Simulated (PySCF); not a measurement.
## KAl: energy against distance

Set-up: basis K 6-31G(d,p), Al 6-31G(d,p); no relativity; PySCF 2.14. Energies in eV from K + Al in their ground configurations at the same level. State: ³Π (triplet), unpaired electrons σ ↑, π ↑.

```json
{"R (Å)": "2.911", "PBE": "-0.5065", "UHF": "0.1592", "M06-2X": "-0.3487"}
{"R (Å)": "3.046", "PBE": "-0.6140", "UHF": "-0.0053", "M06-2X": "-0.4600"}
{"R (Å)": "3.182", "PBE": "-0.6733", "UHF": "-0.1066", "M06-2X": "-0.5196"}
{"R (Å)": "3.283", "PBE": "-0.6943", "UHF": "-0.1514", "M06-2X": "-0.5393"}
{"R (Å)": "3.385", "PBE": "-0.7002", "UHF": "-0.1764", "M06-2X": "-0.5432"}
{"R (Å)": "3.486", "PBE": "-0.6944", "UHF": "-0.1862", "M06-2X": "-0.5353"}
{"R (Å)": "3.622", "PBE": "-0.6732", "UHF": "-0.1828", "M06-2X": "-0.5111"}
{"R (Å)": "3.791", "PBE": "-0.6324", "UHF": "-0.1633", "M06-2X": "-0.4665"}
{"R (Å)": "3.994", "PBE": "-0.5719", "UHF": "-0.1323", "M06-2X": "-0.4013"}
{"R (Å)": "4.265", "PBE": "-0.4851", "UHF": "-0.0949", "M06-2X": "-0.3083"}
```

Task: Put a parabola through the three lowest points of the PBE curve and estimate Re, k and ωe (reduced mass 15.94 u; 1 eV/Å² = 0.16022 mdyn/Å; ωe = 1302.8·√(k/μ) cm⁻¹).

Result: Through R = 3.283, 3.385, 3.486 Å the second-order coefficient is 0.568 eV/Å², so Re ≈ 3.385 Å, k ≈ 0.182 mdyn/Å and ωe ≈ 139 cm⁻¹. A polynomial fit of higher order to the unrounded PBE energies gives Re = 3.381 Å, k = 0.183 mdyn/Å, ωe = 140 cm⁻¹; anharmonicity and rounding make the difference.

The higher-order fit for each curve: PBE: Re = 3.381 Å, ωe = 140 cm⁻¹, De = 0.70 eV; UHF: Re = 3.523 Å, ωe = 126 cm⁻¹, De = 0.187 eV; M06-2X: Re = 3.363 Å, ωe = 144 cm⁻¹, De = 0.54 eV.

The state was picked by a PBE0 search and need not be the measured ground state.
